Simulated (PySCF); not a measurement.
## GeH₄, singlet: data card

These are results of PBE/[Ge def2-TZVP, H def2-TZVP], no relativity, density fitting, PySCF, not measurements.

The structure is a minimum.

Z-matrix (Å, degrees; charge 0 multiplicity 1):
```
Ge
H  1 1.5437
H  1 1.5437 2 109.47
H  1 1.5437 2 109.47 3 120.00
H  1 1.5437 2 109.47 3 -120.00
```

- Point group: Td
- Bond lengths: Ge–H 1.544 Å (×4)
- Bond angles: H–Ge–H 109.5° (×6)
- Heat capacity Cp at 298.15 K: 46.1 J/(mol K)
- Rotational constants: 2.632, 2.632, 2.632 cm⁻¹
- Highest occupied level: -8.33 eV
- Dipole moment: 0.00 D
- Principal quadrupole moments (Buckingham, traceless) about the centre of mass: 0.00, 0.00, 0.00 D Å
- Lowest empty level: 0.11 eV
- Entropy at 298.15 K and 1 bar: 218.2 J/(mol K)
- Rotational symmetry number: 12
- Principal polarisabilities: 34.7, 34.7, 34.7 bohr³
- Zero-point energy: 75.3 kJ/mol
- Atomisation energy without zero-point energy: 1200 kJ/mol
- Enthalpy at 298.15 K above 0 K: 10.86 kJ/mol

Harmonic modes (masses in u: Ge 73.921, H 1.008):
| symmetry | ω (cm⁻¹) | IR (km/mol, summed over degenerate members) | type |
| --- | --- | --- | --- |
| t2 | 787 | 264 | bend |
| e | 894 | 0.0 | bend |
| a1 | 2097 | 0.0 | stretch |
| t2 | 2112 | 332 | stretch |

In Td the vibrations span 2t2 + e + a1. The a1, e modes carry no infrared intensity, as symmetry demands.

Charges (e):
```csv
atom,Mulliken,Löwdin,polar tensor,Mayer order to Ge1
Ge1,-0.01,0.25,0.85,–
"H2,3,4,5",0.00,-0.06,-0.21,0.94
```

Mulliken populations on Ge1: s 7.43, p 14.47, d 10.10, f 0.01.

Outer orbital energies (eV). occupied: -29.60, -29.60, -29.54, -29.54, -13.88, -8.33, -8.33, -8.33; empty: 0.11, 0.56, 0.56, 0.56.

Counting electrons, germanium keeps none of its valence electrons outside its bonds, so the VSEPR class is AX4 and the expected shape is tetrahedral (Td), as computed.

The final relaxation and frequency run took 8.9 s on 2 threads of a shared Arm Neoverse V2 host, with 72 basis functions and 6 gradients; the process peaked at 0.98 GiB. Launch command: `OMP_NUM_THREADS=2 python axn.py task.json out`.
